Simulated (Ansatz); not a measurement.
Geometry optimisation, Ansatz, RKS PBE/def2-SVP.

input.yaml

```yaml
crystal:
  periodic: [false, false, false]
  atoms:
    - { symbol: Al, position_ang: [0.0, 0.0, 0.0] }
    - { symbol: Cl, position_ang: [0.0, 0.0, 2.58] }
    - { symbol: Cl, position_ang: [1.9312, 0.0, -1.115] }
    - { symbol: Cl, position_ang: [-1.9312, 0.0, -1.115] }
    - { symbol: S, position_ang: [0.107, -2.427, 0.8072] }
    - { symbol: H, position_ang: [-0.6505, -3.2374, -0.0469] }
    - { symbol: H, position_ang: [0.0643, -1.4595, 2.0709] }
basis:
  gaussian: { orbitals: def2-SVP }
hamiltonian:
  xc: pbe
relax:
  f_tol: 0.15
  max_steps: 25
  restrain:
    - { distance: [0, 4], at: 3.46, k: 30.0 }
    - { distance: [6, 1], at: 2.57, k: 30.0 }
    - { distance: [0, 1], at: 2.23, k: 30.0 }
    - { distance: [6, 4], at: 1.4, k: 30.0 }
output:
  orbitals: {}
```

Run as:

```bash
$ ansatz run input.yaml --threads 2 --pin off --max-ram 3072MiB --backend cpu --events-out ev --progress --plain --runs-dir out
```

Task: Where does it end, and by what steps?

Result: The forces met the threshold. The restraints hold the end off the free minimum. After 7 steps the energy has fallen by 1.774 eV (the restraints' own energy left out); H7 moved furthest, 0.75 Å. Parted: Al1–S5, Cl2–H7.

```json
{"step": "0", "energy less start (eV)": "0.0000", "largest force component (eV/Å)": "2.574", "accepted": "yes"}
{"step": "1", "energy less start (eV)": "0.2508", "largest force component (eV/Å)": "2.458", "accepted": "yes"}
{"step": "2", "energy less start (eV)": "-0.1096", "largest force component (eV/Å)": "2.661", "accepted": "yes"}
{"step": "3", "energy less start (eV)": "-1.0072", "largest force component (eV/Å)": "1.528", "accepted": "yes"}
{"step": "4", "energy less start (eV)": "-1.5934", "largest force component (eV/Å)": "1.063", "accepted": "yes"}
{"step": "5", "energy less start (eV)": "-1.7031", "largest force component (eV/Å)": "1.036", "accepted": "yes"}
{"step": "6", "energy less start (eV)": "-1.7514", "largest force component (eV/Å)": "1.099", "accepted": "yes"}
{"step": "7", "energy less start (eV)": "-1.7739", "largest force component (eV/Å)": "1.130", "accepted": "yes"}
```

```xyz
7
Properties=species:S:1:pos:R:3
Al 0.092 0.240 -0.066
Cl -0.021 0.375 2.123
Cl 1.902 0.637 -1.039
Cl -1.712 0.087 -1.129
S 0.293 -3.071 0.865
H -1.024 -3.201 0.533
H -0.008 -2.190 1.895
```

Run time: 61 s on 2 threads of Intel(R) Xeon(R) Processor @ 2.50GHz (Skylake/Cascade Lake), on a shared host, peak memory 0.16 GiB.
